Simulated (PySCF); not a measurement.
Species: C₅H₁₆N₂Si₂.
Numbering: `[CH3:1][C@@H:2]1[CH2:3][SiH2:4][NH:5][Si@@H:6]1[N:7]([CH3:8])[CH3:9]` (hydrogens: H10, H11, H12 on C1; H13 on C2; H14, H15 on C3; H16, H17 on Si4; H18 on N5; H19 on Si6; H20, H21, H22 on C8; H23, H24, H25 on C9)

Cartesian coordinates in Å at the PBE0-D3(BJ)/def2-SVP level; atoms count from 1:
```
atom  x, y, z in Å
C1    -1.8209   -1.7574    1.1399
C2    -1.7729   -0.2752    0.7856
C3    -2.4438    0.0589   -0.5618
Si4   -1.8850    1.7909   -1.0671
N5    -0.3030    1.7772   -0.3294
Si6   -0.0142    0.4566    0.7683
N7     1.2595   -0.5802    0.2051
C8     2.1411   -1.2899    1.0916
C9     1.3327   -0.9952   -1.1709
H10   -1.2675   -2.3586    0.3996
H11   -2.8559   -2.1372    1.1669
H12   -1.3692   -1.9576    2.1254
H13   -2.2990    0.2939    1.5771
H14   -2.0918   -0.6434   -1.3397
H15   -3.5407   -0.0512   -0.5187
H16   -2.7851    2.8637   -0.5280
H17   -1.8178    1.9900   -2.5509
H18    0.3940    2.4928   -0.5035
H19    0.4187    0.8528    2.1453
H20    3.1973   -1.1949    0.7709
H21    1.9152   -2.3745    1.1442
H22    2.0682   -0.8871    2.1134
H23    1.0175   -2.0483   -1.3206
H24    0.6916   -0.3562   -1.7969
H25    2.3649   -0.9073   -1.5619
```

Level: PBE0/pcSseg-1 in PySCF, non-relativistic, on one gas-phase PBE0-D3(BJ)/def2-SVP geometry that isn't relaxed in the solvent. The solvent is an IEF-PCM continuum (cavity from Bondi-type radii × 1.2). Only the electrostatic response of the medium enters.

Gas phase at PBE0/pcSseg-1: HOMO -6.12 eV, LUMO 0.85 eV, dipole 0.87 D.

Q: What does the continuum do to the energy, the frontier levels and the dipole at PBE0/pcSseg-1 in tetrahydrofuran and dichloromethane?

A: 
```
        solvent      ε  E(solvent) − E(gas) (kcal/mol)  polarisation term (kcal/mol)  distortion of the solute (kcal/mol)  HOMO (eV)  LUMO (eV)  dipole (D)
tetrahydrofuran  7.426                           -1.88                         -2.00                                 0.12      -6.03       0.93        1.09
dichloromethane   8.93                           -1.97                         -2.09                                 0.12      -6.03       0.94        1.10
```

The polarisation term is half the interaction of the solute with the surface charges that it induces; the rest is the cost of distorting the solute's density. The sum is the electrostatic part of solvation alone. From tetrahydrofuran to dichloromethane the lowering changes by a factor 1.04, Onsager's factor (ε − 1)/(2ε + 1) by 1.04 and ε itself by 1.2.

Q: Give the dipole vector in the frame of the coordinates (D, pointing from negative to positive charge), gas and dichloromethane.

A: Gas (0.63, -0.56, -0.22), solvent (0.73, -0.76, -0.32). Its length changes by +26 % and its direction by 5°.

Q: Which Mulliken charges (PBE0/pcSseg-1) respond most in dichloromethane (means over atoms taken as equivalent)?

A: 
```json
{"atoms": "H16", "environment": "Si–H hydrogen", "gas (e)": "-0.109", "solvent (e)": "-0.126", "change": "-0.017"}
{"atoms": "H18", "environment": "N–H hydrogen", "gas (e)": "+0.211", "solvent (e)": "+0.228", "change": "+0.017"}
{"atoms": "Si4", "environment": "SiH2 silicon", "gas (e)": "+0.761", "solvent (e)": "+0.776", "change": "+0.015"}
{"atoms": "H19", "environment": "Si–H hydrogen", "gas (e)": "-0.108", "solvent (e)": "-0.122", "change": "-0.014"}
{"atoms": "C1", "environment": "methyl carbon", "gas (e)": "-0.220", "solvent (e)": "-0.233", "change": "-0.013"}
{"atoms": "H17", "environment": "Si–H hydrogen", "gas (e)": "-0.110", "solvent (e)": "-0.120", "change": "-0.010"}
{"atoms": "C8/C9", "environment": "N-methyl carbon", "gas (e)": "-0.083", "solvent (e)": "-0.091", "change": "-0.008"}
{"atoms": "H14", "environment": "methylene hydrogen", "gas (e)": "+0.140", "solvent (e)": "+0.147", "change": "+0.007"}
```

On one thread of an Arm Neoverse V2, on a shared host, this took 66 s wall and 1.4 GiB of memory at its peak. This is the whole shielding run at PBE0/pcSseg-1 in dichloromethane, SCF included.
